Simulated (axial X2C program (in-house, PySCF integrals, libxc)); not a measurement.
LiBa⁺: cheaper levels and CCSD(T), two-component

All values were computed with an in-house relativistic program for diatomic molecules. Two-component (2c) means X2C with spin–orbit coupling and atomic mean-field two-electron Coulomb and Gaunt terms. Basis: Ba dyall-cv3z [14s14p9d5f1g], Li dyall-cv3z [7s8p2d] (cores contracted in-house); Gaussian nuclei, density fitting, unrestricted open shells. Masses: Ba 137.905 u, Li 7.016 u.

State: Ω = 0 (closed shell); fragments Ba+ + Li.

```csv
level,Re (Å),ωe (cm⁻¹),De (eV)
PBE0,3.538,234.4,1.33
HF,3.676,221.2,0.533
MP2,3.596,221.6,1.18
CCSD,3.602,220.6,1.35
r2SCAN,3.548,235.3,1.26
```

Correlated methods: 10 electrons correlated (number of frozen shells: Ba 4 s, 3 p, 2 d; Li 1 s), 272 virtual spin orbitals or spinors in MP2, 90 natural virtuals in coupled cluster.

CCSD(T), same Hamiltonian and basis:

Re = 3.606 Å, ωe = 216.5 cm⁻¹, De = 1.41 eV; T1 = 0.026 (Lee–Taylor normalisation).

Problem. Give the differences from CCSD(T) in the columns below.

Solution. 

| level | ΔRe (Å) | Δωe (cm⁻¹) | ΔDe (eV) |
| --- | --- | --- | --- |
| PBE0 | -0.068 | 17.9 | -0.08 |
| HF | 0.070 | 4.7 | -0.88 |
| MP2 | -0.010 | 5.1 | -0.23 |
| CCSD | -0.004 | 4.1 | -0.06 |
| r2SCAN | -0.058 | 18.8 | -0.15 |

The state is one determinant whose occupation by symmetry is held fixed; it was picked as the lowest of a PBE0 search that is not exhaustive. Closed shells are restricted here (equal orbitals for both partners); the stretched side of such a curve lies too high. Dissociation energies refer to the lowest single-determinant-based atoms at the same level and basis. Coupled cluster ran in a truncated set of natural virtual spinors; the MP2 energy of the rest was added. (T) has no such correction and the atoms are truncated less, which lowers De at CCSD(T) by a hundredth of an eV or more. The T1 diagnostic is large, a sign of multireference character.
